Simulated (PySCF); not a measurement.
Molecule: `InChI=1S/CH9O2PSi2/c1-2-6(4)3-5/h6H,4H2,1,5H3/t6-/m1/s1`.

Bonds (- single, = double, # triple, : aromatic): C1-O2, O2-Si3, Si3-P4, Si3-O5, O5-Si6. C1 carries H7, H8, H9; Si3 carries H10; P4 carries H11, H12; Si6 carries H13, H14, H15. Stereochemistry as in CO[Si@@H](P)O[SiH3].

Frames of a GFN2-xTB Langevin trajectory at 400 K; GIAO PBE0/pcSseg-1 shieldings in PySCF 2.14, gas phase, non-relativistic; equivalent atoms averaged within each frame.

δ = σ(ref) − σ, references computed at the same level: 13C (σ = 186.93 ppm), 29Si (σ = 349.16 ppm), 1H (σ = 31.72 ppm) against TMS; H2O for 17O (σ = 336.08 ppm); H3PO4 for 31P (σ = 318.38 ppm). The references are static minima.

Task: How do the shifts (ppm) fluctuate along the trajectory?

Result: 
| time (fs) | C1 | O5 | O2 | Si3 | Si6 | P4 | H10 | H13/H14/H15 | H7/H8/H9 | H11/H12 |
| --- | --- | --- | --- | --- | --- | --- | --- | --- | --- | --- |
| optimised geometry | 52.2 | 48.7 | 42.3 | -16.3 | -43.3 | -291.9 | 5.59 | 5.17 | 3.92 | 0.91 |
| 250 | 52.0 | 59.6 | 46.7 | -6.5 | -41.4 | -303.5 | 6.62 | 5.04 | 4.13 | 0.73 |
| 425 | 51.8 | 66.5 | 47.7 | -12.2 | -40.9 | -293.6 | 5.61 | 5.15 | 4.11 | 2.21 |
| 625 | 55.6 | 41.9 | 49.5 | -16.7 | -36.4 | -256.7 | 5.43 | 4.87 | 4.29 | 1.71 |
| 800 | 52.3 | 39.3 | 46.9 | -12.7 | -49.6 | -319.8 | 4.90 | 4.63 | 4.30 | -0.07 |
| 1000 | 58.7 | 62.5 | 41.4 | -21.4 | -54.1 | -248.2 | 5.97 | 5.30 | 4.59 | 2.15 |
| mean of frames | 54.1 | 54.0 | 46.4 | -13.9 | -44.5 | -284.3 | 5.71 | 5.00 | 4.28 | 1.35 |
| standard deviation | 3.0 | 12.4 | 3.0 | 5.6 | 7.2 | 30.8 | 0.64 | 0.26 | 0.19 | 0.99 |

5 frames give an uncertainty of the mean of about the standard deviation over 2.2 at best, since frames this close in time may not be independent; classical motion lacks zero-point vibration, and the reference would need the same averaging.
